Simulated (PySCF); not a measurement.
Compound: C₆H₅O₂ (charge +1).
Bonds: O1–C2 (double), C2–C3, C3–C4 (aromatic), C4–C5 (aromatic), C5–C6 (aromatic), C6–O7 (aromatic), O7–C8 (aromatic), C3–C8 (aromatic). Hydrogens: H9 on C2; H10 on C4; H11 on C5; H12 on C6; H13 on C8.

Method used: PySCF 2.14.0, PBE0/def2-SVP geometry optimisation, gas phase.

Some entries are withheld.

```json
{"coordinate": "O1=C2", "value": "1.196 Å"}
{"coordinate": "C2–C3", "value": "?"}
{"coordinate": "C3–C4", "value": "?"}
{"coordinate": "C4–C5", "value": "1.400 Å"}
{"coordinate": "C5–C6", "value": "1.375 Å"}
{"coordinate": "C6–O7", "value": "1.323 Å"}
{"coordinate": "O7–C8", "value": "?"}
{"coordinate": "C3–C8", "value": "1.383 Å"}
{"coordinate": "C2–H9", "value": "1.115 Å"}
{"coordinate": "C4–H10", "value": "1.096 Å"}
{"coordinate": "C5–H11", "value": "1.092 Å"}
{"coordinate": "C6–H12", "value": "1.092 Å"}
{"coordinate": "C8–H13", "value": "1.094 Å"}
{"coordinate": "O1–C2–C3", "value": "120.8°"}
{"coordinate": "C2–C3–C4", "value": "124.2°"}
{"coordinate": "C2–C3–C8", "value": "118.0°"}
{"coordinate": "C4–C3–C8", "value": "117.8°"}
{"coordinate": "C3–C4–C5", "value": "119.6°"}
{"coordinate": "C4–C5–C6", "value": "?"}
{"coordinate": "C5–C6–O7", "value": "?"}
{"coordinate": "C6–O7–C8", "value": "?"}
{"coordinate": "C3–C8–O7", "value": "121.1°"}
```

Problem. Estimate the withheld lengths and angles.

Solution. 
- C2–C3 = 1.508 Å, drawn single (aldehyde carbon to substituted aromatic carbon); 0.05 Å above the sum of covalent radii, 1.46 Å.
- C3–C4 = 1.399 Å, aromatic (substituted aromatic carbon to aromatic CH carbon); 0.06 Å below the sum of covalent radii, 1.46 Å.
- O7–C8 = 1.313 Å, aromatic (ring oxygen to aromatic CH next to a ring oxygen); 0.08 Å below the sum of covalent radii, 1.39 Å.
- C4–C5–C6 = 118.2°, at the aromatic CH carbon, inside a 6-membered ring; the outer atoms are 2.381 Å apart.
- C5–C6–O7 = 120.8°, at the aromatic CH next to a ring oxygen, inside a 6-membered ring; the outer atoms are 2.345 Å apart.
- C6–O7–C8 = 122.6°, at the ring oxygen, inside a 6-membered ring; the outer atoms are 2.311 Å apart.

Radii are Cordero's, carbon taken as 0.76, 0.73 or 0.69 Å for four, three, and two or fewer neighbours.

No frequency check. Isolated species at its PBE0/def2-SVP geometry (one conformer only). Torsions: O1–C2–C3–C4 -179°.

On Intel Xeon Platinum 8488C, one thread, no GPU, on a shared host, this took 36 s wall and 0.54 GiB of memory at its peak. These figures are those of the optimisation.
